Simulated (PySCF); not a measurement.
Precursor series Hf NH2-H. All species are isolated molecules in the gas phase. One relaxed conformer stands for each flexible species; it need not be the lowest.

All values below come from PBE-D3(BJ)/def2-TZVP // r2SCAN-D4/def2-SVP (PySCF 2.14.0). All candidates: neutral, multiplicity 1. 

```json
{
  "HOMO": "-5.74 eV",
  "HOMO–LUMO gap": "4.97 eV",
  "LUMO": "-0.77 eV"
}
```

Question: Say which member has these values.
A) [Hf(H)4]
B) [Hf(NH2)(H)3]
C) [Hf(NH2)2(H)2]
D) [Hf(NH2)3(H)]

Answer: D, [Hf(NH2)3(H)]. The others give [Hf(NH2)2(H)2]: -6.10 eV, 4.38 eV, -1.72 eV; [Hf(NH2)(H)3]: -6.50 eV, 4.02 eV, -2.49 eV; [Hf(H)4]: -7.12 eV, 4.05 eV, -3.07 eV
